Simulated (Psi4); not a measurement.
How methods differ on GaN2H4Cl (SMILES [NH2][Ga]([NH2])[Cl])

GaN2H4Cl has 8 atoms, charge 0, and is taken as a singlet. SMILES: `[NH2][Ga]([NH2])[Cl]`. The shape was relaxed beforehand at PBE0/def2-TZVP.

Quantity: the HOMO–LUMO gap, in eV. The values are calculated.

```csv
level,kind,program,value (eV),CPU time
PBE-D4/def2-TZVPP (density fitting),GGA,Psi4,4.74,40 s
r2SCAN-D4/def2-TZVPP (density fitting),meta-GGA,Psi4,5.47,92 s
B3LYP-D4/def2-TZVPP (density fitting),global hybrid,Psi4,6.48,37 s
PBE0-D4/def2-TZVPP (density fitting),global hybrid,Psi4,7.08,39 s
wB97M-V/def2-TZVPP (density fitting),range-separated hybrid,Psi4,11.15,98 s
```

All-electron rows without a relativistic Hamiltonian named are non-relativistic. The values span 4.74 to 11.15 eV. Orbital gaps aren't excitation energies; they tend to grow with the share of exact exchange. CPU times are rough (shared hosts, several kinds of processor and program).
